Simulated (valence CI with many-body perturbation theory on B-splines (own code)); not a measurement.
Results of a calculation; reference values are marked as such.
# Tm XLVIII: magnetic and hyperfine properties of the levels

Method: configuration interaction combined with many-body perturbation theory (CI+MBPT): four valence electrons over a frozen Dirac-Fock core [Ar], a basis of 9 s, 9 p, 10 d, 8 f, 5 g, 3 h, 1 i functions for each j, with the one-electron correlation potential Σ1 (screened to all orders), the two-electron term Σ2, the three-electron term Σ3, Breit, model QED; selected single and double excitations, second order for the rest (own B-spline code, finite nucleus).

No measured spectrum was set against this ion. As an estimate, large intervals hold to a few tenths of a per cent, small ones and those within an open d or f shell to about a per cent. The list stops below the first excitations out of the core. Only levels of the ground parity were solved; by the run's estimate the other parity begins above the list, which can be wrong where configurations are misplaced.

A/g_I is the dipole constant over the nuclear g factor μ/I (μ in nuclear magnetons, uniformly magnetised nucleus), B/Q the quadrupole constant per barn. Both hold the static response of the core; the bare values leave it out. Large factors of s and p1/2 electrons are usually good to 5 to 10 %; those of open d and f shells near neutrality can be off by tens of per cent, and small factors of p3/2, d and f electrons come from cancelling terms and can be off by a factor of two or in sign, in half-filled shells by more. B is blank for J = 1/2, where it vanishes, and for nearly pure S terms. Energies count from the lowest level. Levels with J = 0 are left out.

Levels are named by their leading jj configuration (3d3/2^4 stands for four electrons in 3d with j = 3/2), which in mixed levels can hold well under half, so a name can repeat and another be missing. Letters in brackets count levels of one name in rising energy.

```csv
Level,E (cm⁻¹),g,A/g_I (MHz),A/g_I bare,B/Q (MHz/b),B/Q bare
(3d3/2^3 3d5/2) J=1,355610,1.491,-4770,-3500,15200,15400
(3d3/2^3 3d5/2) J=4,445050,1.069,48600,48900,4730,4680
(3d3/2^3 3d5/2) J=2,461050,1.221,31600,32200,39900,40400
(3d3/2^3 3d5/2) J=3,487950,1.134,43100,43500,31300,31700
(3d3/2^2 3d5/2^2) J=2 [a],785510,1.238,16200,16900,27400,27700
(3d3/2^2 3d5/2^2) J=4 [a],797180,1.145,39000,39500,-18100,-18400
(3d3/2^2 3d5/2^2) J=3 [a],812030,1.161,32500,32900,6370,6440
(3d3/2^2 3d5/2^2) J=5,841480,1.078,44400,44600,40000,40400
(3d3/2^2 3d5/2^2) J=6,863060,1.071,47100,47400,49500,50100
(3d3/2^2 3d5/2^2) J=1,874530,1.095,51000,51300,5700,5740
(3d3/2^2 3d5/2^2) J=3 [b],902820,1.077,50000,50200,11400,11500
(3d3/2^2 3d5/2^2) J=4 [b],903280,1.028,50600,50800,-14100,-14200
(3d3/2^2 3d5/2^2) J=2 [b],916590,1.086,45200,45500,18400,18600
(3d3/2^2 3d5/2^2) J=2 [c],1008400,0.979,61700,61700,-5120,-5200
(3d3/2^2 3d5/2^2) J=4 [c],1046700,1.190,34300,34800,76700,77600
(3d3/2^2 3d5/2^2) J=2 [d],1135700,1.151,42300,42700,-21900,-22100
(3d3/2 3d5/2^3) J=4 [a],1223600,1.150,33000,33400,-39100,-39600
(3d3/2 3d5/2^3) J=3 [a],1232200,1.177,26300,26800,2580,2660
(3d3/2 3d5/2^3) J=1 [a],1269800,0.967,44600,44600,20700,20900
(3d3/2 3d5/2^3) J=5,1274400,1.136,38500,38900,-27000,-27300
(3d3/2 3d5/2^3) J=6,1280200,1.076,43900,44100,55000,55700
(3d3/2 3d5/2^3) J=2 [a],1336900,1.059,49000,49300,38400,38900
(3d3/2 3d5/2^3) J=3 [b],1351800,1.088,43000,43300,12300,12500
(3d3/2 3d5/2^3) J=3 [c],1460900,1.055,47600,47900,62400,63100
(3d3/2 3d5/2^3) J=1 [b],1464900,1.411,10100,11200,-31100,-31400
(3d3/2 3d5/2^3) J=4 [b],1468000,1.044,48100,48300,55000,55700
(3d3/2 3d5/2^3) J=2 [b],1499200,1.106,42800,43100,-75800,-76700
(3d5/2^4) J=4,1710600,1.157,32300,32700,-53600,-54200
```

(1) Take the isotope of mass number 171, with I = 1/2, μ = -0.23 μN. What is the hyperfine structure of (3d3/2^3 3d5/2) J=3?

## Answers

(1) From the table A = -19800 MHz. Shifts from the centre of gravity in MHz: F = 5/2: 39600, F = 7/2: -29700.
